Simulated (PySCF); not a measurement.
Gas-phase reaction: 3 AlI + 3 H2 ⇌ AlI3 + 2 AlH3, at 800 K and a standard pressure of 1 bar. Level: PBE0/def2-QZVP†.

Computed with PySCF and rigid-rotor harmonic-oscillator thermochemistry at 1 bar. † marks an energy on the PBE0/def2-TZVP geometry and frequencies. All species are closed-shell singlets. I: scalar-relativistic def2 core potential, no spin-orbit coupling. AlH3: computed as isolated molecules; such fragments, hydroxides, amides, oligomers or adducts are transient or little studied in the gas. The harmonic model lacks anharmonicity and excited electronic states, which grow with temperature; levels with a mode under 35 cm⁻¹ are left out. Soft modes under 120 cm⁻¹ make the harmonic entropy rough for AlI3.

| species | E (Ha) | H(800 K) − E (kJ/mol) | S°(800 K) (J/mol/K) |
|---|---|---|---|
| AlI | -540.09434 | 30.1 | 284.1 |
| H2 | -1.16903 | 49.7 | 159.2 |
| AlI3 | -1135.68893 | 67.3 | 453.2 |
| AlH3 | -244.08711 | 86.4 | 259.9 |
E: electronic energy; H − E holds the zero-point and thermal terms. 1 Ha = 2625.5 kJ/mol.

Q: Work out ΔH°, ΔS°, ΔG° and log10 K from these numbers.

A: 1. ΔE = 1×(-1135.68893) + 2×(-244.08711) − 3×(-540.09434) − 3×(-1.16903) = -0.07304 Ha = -191.8 kJ.
2. Δ(H − E) = 1×(67.3) + 2×(86.4) − 3×(30.1) − 3×(49.7) = 0.7 kJ, so ΔH° = -191.1 kJ.
3. ΔS° = 1×(453.2) + 2×(259.9) − 3×(284.1) − 3×(159.2) = -356.9 J/K; the number of gas molecules changes by -3.
4. ΔG° = ΔH° − TΔS° = -191.1 − 800×(-356.9)/1000 = 94.4 kJ.
5. log10 K = −ΔG°/(RT ln 10) = -6.16, with RT ln 10 = 15.32 kJ/mol; at standard pressures the reactants are favoured.
6. A shift of 10 kJ in ΔE would move log10 K by 0.65 here.
7. With ΔH° and ΔS° held fixed, ΔG° changes sign near ΔH°/ΔS° = 540 K.
For scale, ΔH°(298 K) is -187 kJ at this level, -165 kJ at ωB97M-V/def2-TZVP†, and runs from -768 to -105 kJ over the 18 levels computed.
